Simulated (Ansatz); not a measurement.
Input for Ansatz (a first-principles code): U-CCSD(T)/aug-cc-pVTZ on BH-, 2S+1 = 2, a spin state set in the input, which need not be the lowest, a point of a bond scan (R = 1.271 Å). Charge -1.

Ansatz 0.2 input:
```yaml
crystal:
  periodic: [false, false, false]
  atoms:
    - {symbol: H, position_ang: [0.00000000, 0.00000000, 0.00000000]}
    - {symbol: B, position_ang: [0.00000000, 0.00000000, 1.27068500]}
basis:
  gaussian:
    orbitals: aug-cc-pVTZ
    pivot_positions_ang: [[0.00000000, 0.00000000, 0.00000000], [0.00000000, 0.00000000, 1.27068500]]
total_charge: -1
magnetization: {spin_polarized: true, initial_magnetization: 1}
correlation: {method: ccsd_t, electrons: outside_noble_gas}
output: {orbitals: {seedname: ./end}}
```

Question: Give the final energy of this run.

Answer: -25.2330 hartree (reference determinant -25.1180, T1 diagnostic 0.112). Its determinant has ⟨S²⟩ = 1.12, a mixture of spin states.

Question: How many basis functions does it have, and what does it roughly cost on one machine?

Answer: 69 functions; roughly 9 core-seconds.
